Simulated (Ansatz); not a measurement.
CH$_{3}$F$_{3}$GeO (SMILES C[O][Ge]([F])([F])[F]), singlet, at a GFN2-xTB geometry; Ansatz (a program for electronic structure) with PBE/6-311G**.

Ansatz was given this input:
Ansatz 0.2 input:
```yaml
crystal:
  periodic: [false, false, false]
  atoms:
    - {symbol: C, position_ang: [-2.43673906, -0.07728492, -0.67137922]}
    - {symbol: O, position_ang: [-1.16750843, 0.58694881, -0.57492307]}
    - {symbol: Ge, position_ang: [0.28726230, 0.02508145, 0.07266580]}
    - {symbol: F, position_ang: [0.92676187, -1.36303922, -0.67501988]}
    - {symbol: F, position_ang: [1.39916803, 1.26840538, -0.11127868]}
    - {symbol: F, position_ang: [0.23552493, -0.39026432, 1.72181215]}
    - {symbol: H, position_ang: [-2.82306761, -0.33201538, 0.31592328]}
    - {symbol: H, position_ang: [-2.36301185, -0.97944995, -1.27929872]}
    - {symbol: H, position_ang: [-3.09890582, 0.64106151, -1.15389258]}
basis:
  gaussian:
    orbitals: 6-311G__.json
hamiltonian:
  xc: pbe
```
The basis file holds 6-311G** in the JSON format of the Basis Set Exchange.

Output, abridged:

```
Functional definition: PBE
1306 factors; their error is unknown
mean field evaluation 1: about -67776.2224 eV, gradient 8.4e1 eV
mean field evaluation 2: about -67743.0252 eV, gradient 1.7e2 eV
mean field evaluation 4: about -67786.8441 eV, gradient 1.2e1 eV
mean field evaluation 8: about -67787.0597 eV, gradient 2.7e-1 eV
mean field evaluation 16: about -67787.0287 eV, gradient 1.6e-4 eV
mean field -67787.02868227 eV, -2491.1273563753 hartree, gradient 2.8e-5 eV, S^2 0.000000; 0 other end points of the search recorded, 0 dependent functions left out
reference -67787.02873024 eV, -2491.1273581380 hartree; 38, 38 occupied and 114, 114 virtual orbitals, 1306 factors
Total energy: -67787.02873024 eV, -2491.1273581380 hartree
```
